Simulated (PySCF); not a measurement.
Compound: C₃H₉Al.
SMILES: `CC[CH2][AlH2]`

Theory: PySCF, TDDFT CAM-B3LYP/def2-SVPD, vertical, gas phase, core orbitals frozen in the response. The structure is a single PBE0-D3(BJ)/def2-SVP conformer in the gas phase; no vibrational or solvent corrections. Torsions of this conformer, `[CH3:1][CH2:2][CH2:3][AlH2:4]`: C1–C2–C3–Al4 63°.

Broadening: Gaussians 0.4 eV wide at half height, area fixed by f = 4.319×10⁻⁹ ∫ε dν̃. The cross-section is σ = 3.8235×10⁻²¹ ε cm², given in Mb (10⁻¹⁸ cm²). The width is an assumption, not a result. The curve ends short of the highest state used, and states not computed would add to its high-energy end.

(λ (nm), σ (Mb)): (163.3, 6.23), (167.4, 1.34), (171.5, 5.01), (175.6, 10.41), (179.7, 8.37), (183.8, 2.93), (187.9, 0.50), (192.1, 0.04), (196.2, 0.00), (200.3, 0.00), (204.4, 0.00), (208.5, 0.00), (212.6, 0.01), (216.7, 0.02), (220.8, 0.04), (224.9, 0.05), (229.0, 0.05), (233.1, 0.08), (237.2, 0.14), (241.4, 0.25), (245.5, 0.33), (249.6, 0.35), (253.7, 0.29), (257.8, 0.20), (261.9, 0.11), (266.0, 0.05), (270.1, 0.02), (274.2, 0.01), (278.3, 0.00), (282.4, 0.00)

(1) Locate the maxima and give the states behind the curve.

(2) Coming from long wavelengths, where does ε first pass 100 L mol⁻¹ cm⁻¹?

(3) On this curve, what absorbance would a 10⁻⁵ mol/L sample give at 248 nm over a 1 cm path?

Results:

(1) 248 nm (4.99 eV), ε about 92, made up of S1 (100%); 177 nm (7.02 eV), ε about 2800, made up of S3 (100%) (ε in L mol⁻¹ cm⁻¹; maxima over ε = 5, shares over 10%). At its high-energy end, 7.59 eV, the curve is still rising (ε about 1600, from S6, S7, S8 and S9). The states used: S1 4.99 eV (f 0.0014); S2 5.52 eV (f 0.0002); S3 7.02 eV (f 0.042); S4 7.63 eV (f 0.0001); S5 7.77 eV (f 0.0041); S6 7.83 eV (f 0.023); S7 7.90 eV (f 0.023); S8 8.00 eV (f 0.081); S9 8.05 eV (f 0.148); S10 8.19 eV (f 0.099).

(2) At about 188 nm (6.58 eV), 1.59 eV above S1.

(3) 248 nm is 4.999 eV, where ε is about 92 L mol⁻¹ cm⁻¹, so A = ε c l ≈ 0.00092 (Beer–Lambert, with the gas-phase spectrum and the assumed width).

The vertical ionisation energy (ΔSCF) is 9.73 eV, 1.54 eV above S10.
